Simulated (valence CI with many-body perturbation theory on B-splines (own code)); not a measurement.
La XVIII: magnetic and hyperfine properties of the levels

Calculated by configuration interaction combined with many-body perturbation theory (CI+MBPT): four valence electrons over a frozen Dirac-Fock core [Kr], radial functions for each j: 9 s, 9 p, 10 d, 8 f, 5 g, 3 h, 1 i, with the one-electron correlation potential Σ1 (screened to all orders), the two-electron term Σ2, the three-electron term Σ3, Breit, model QED; selected single and double excitations, second order for the rest (own B-spline code, finite nucleus).

No measured levels were compared; by estimate terms of the open shell hold to 2 to 4 % of their energy, and close levels can change places. Core correlation moves these levels by up to 7200 cm⁻¹, and in measured spectra 5 to 20 % of such shifts remained as error; rates that hang on mixing are uncertain with them. Only levels of the ground parity were solved; by the run's estimate the other parity begins above the list, which can be wrong where configurations are misplaced.

A/g_I is the dipole constant over the nuclear g factor μ/I (μ in nuclear magnetons, uniformly magnetised nucleus), B/Q the quadrupole constant per barn. Both hold the static response of the core; the bare values leave it out. Large factors of s and p1/2 electrons are usually good to 5 to 10 %; those of open d and f shells near neutrality can be off by tens of per cent, and small factors of p3/2, d and f electrons come from cancelling terms and can be off by a factor of two or in sign, in half-filled shells by more. B is blank for J = 1/2, where it vanishes, and for nearly pure S terms. Energies count from the lowest level. Levels with J = 0 are left out.

Names give the largest LS component (configuration and term), which can be under half, so a name can repeat, a term be missing and a line seem to break the LS rules; names also repeat where a configuration has a term twice. Letters in brackets count levels of one name in rising energy.

```csv
Level,E (cm⁻¹),g,A/g_I (MHz),A/g_I bare,B/Q (MHz/b),B/Q bare
4d4 5D_1,14172,1.498,-493,33.1,1800,1700
4d4 5D_2,25078,1.459,935,1410,1600,1500
4d4 5D_3,32695,1.424,1960,2390,-629,-610
4d4 5D_4,36100,1.310,3100,3380,-3190,-3050
4d4 3H_4,53721,1.037,3790,3750,491,452
4d4 3G_3,62358,0.913,4310,4110,978,925
4d4 3F_2 [a],64885,0.872,3870,3620,2510,2380
4d4 3H_5,66437,1.075,3830,3820,3790,3580
4d4 3P_1 [a],69078,1.326,2980,3280,-212,-213
4d4 3H_6,71900,1.112,3900,3940,3970,3750
4d4 3G_4,78432,1.026,4340,4280,-2200,-2070
4d4 3D_2,80945,1.200,3120,3270,711,665
4d4 3D_3,83351,1.182,3740,3870,1560,1480
4d4 3F_4 [a],85578,1.161,2930,3030,675,640
4d4 3F_3 [a],93411,1.088,2820,2840,334,325
4d4 3P_2 [a],98851,1.129,4630,4690,873,818
4d4 3G_5,99210,1.156,3210,3310,-2490,-2360
4d4 3D_1,102630,0.694,5390,4920,1450,1370
4d4 1I_6,103290,1.052,3870,3840,5400,5130
4d4 3F_4 [b],113410,1.103,3190,3230,3430,3260
4d4 3P_2 [b],116180,1.239,3000,3200,-62.5,-62.1
4d4 1F_3,121880,1.068,3680,3670,3700,3510
4d4 3P_2 [c],128120,1.129,3620,3690,2360,2240
4d4 3F_4 [c],140470,1.140,2850,2930,-807,-758
4d4 3F_3 [b],144000,1.067,4050,4030,5370,5070
4d4 3F_2 [b],144770,0.964,4430,4290,2450,2330
4d4 3P_1 [b],145480,1.478,254,753,-1980,-1870
4d4 1G_4,152730,1.063,4040,4030,2840,2700
4d4 1D_2,182670,0.999,3780,3680,-5320,-5030
```

Problem. Take the isotope of mass number 139, with I = 7/2, μ = 2.7791 μN and Q = 0.206 b. What is the hyperfine structure of 4d4 3G_3?

Solution. From the table A = 3420 MHz, B = 202 MHz. Shifts from the centre of gravity in MHz: F = 1/2: -46100, F = 3/2: -41000, F = 5/2: -32500, F = 7/2: -20500, F = 9/2: -5190, F = 11/2: 13600, F = 13/2: 36000.
